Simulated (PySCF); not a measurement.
Level of theory: B3LYP-D3(BJ)/def2-TZVP (PySCF). All species are isolated molecules in the gas phase. One relaxed conformer stands for a flexible species; it need not be the lowest. B3LYP has the VWN-RPA correlation part, as in Gaussian. Delta-SCF ions had no search for a lower state. Excitations are Tamm–Dancoff values on a coarser integration grid. The basis has no diffuse functions, so Rydberg states are missing or too high.

Reference species (SMILES): `C/C=[SiH]\O` (C–Si–O–H torsion 0°) (neutral, multiplicity 1).

```
Item                                      Result
--------------------------------------  --------
T1 excitation (TDA)                      3.10 eV
vertical ionisation energy (Delta-SCF)   7.85 eV
HOMO                                    -5.59 eV
```

Changed species: `C=[SiH]CO` (C–Si–C–O torsion -4°, Si–C–O–H torsion -49°).

### Question
Give the shifts of the T1 excitation (TDA), vertical ionisation energy (Delta-SCF) and HOMO.

### Answer
the T1 excitation (TDA) falls by 0.22 eV, to 2.88 eV; the vertical ionisation energy (Delta-SCF) rises by 0.70 eV, to 8.55 eV; the HOMO drops by 0.68 eV, to -6.27 eV.
